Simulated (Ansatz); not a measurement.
`[SiH3][SbH][Cl]` and `[F][SbH][SiH3]` differ in one element.

Ansatz, PBE0-D4/def2-TZVP geometries, multiplicity 1. 

Elements past krypton have def2 core potentials.

```
                                                                                  property  `[SiH3][SbH][Cl]`
                                                     HOMO energy (ωB97M-V/def2-TZVPP) / eV              -9.25
ideal-gas entropy at 298 K and 1 bar (rigid rotor, harmonic PBE0-D4/def2-TZVP) / J/(mol·K)                343
                                                      HOMO–LUMO gap (PBE0/def2-TZVPP) / eV               5.46
                                                        LUMO energy (PBE0/def2-TZVPP) / eV              -1.82
                                          size of the dipole moment (B3LYP/def2-TZVPP) / D               2.37
                                                         HOMO energy (PBE/def2-TZVPP) / eV              -6.26
```

What does the change do to each property? (Best estimate.)

Computed: 
```tsv
property	`[F][SbH][SiH3]`	shift
HOMO energy (ωB97M-V/def2-TZVPP) / eV	-9.33	-0.08
ideal-gas entropy at 298 K and 1 bar (rigid rotor, harmonic PBE0-D4/def2-TZVP) / J/(mol·K)	332	-11
HOMO–LUMO gap (PBE0/def2-TZVPP) / eV	5.58	0.12
LUMO energy (PBE0/def2-TZVPP) / eV	-1.77	0.05
size of the dipole moment (B3LYP/def2-TZVPP) / D	2.43	0.06
HOMO energy (PBE/def2-TZVPP) / eV	-6.31	-0.05
```

With PBE0 the HOMO falls by 0.07 eV and the LUMO rises by 0.05 eV, so the gap widens by about 0.12 eV. PBE moves the HOMO by -0.05 eV and ωB97M-V by -0.08 eV. Dipoles are sizes alone; their direction can turn.

B3LYP here is the variant with VWN-RPA as its local correlation; programs differ in this.

Spin–orbit coupling is left out; it splits and shifts lone-pair levels of the heavy atoms by tenths of an eV.
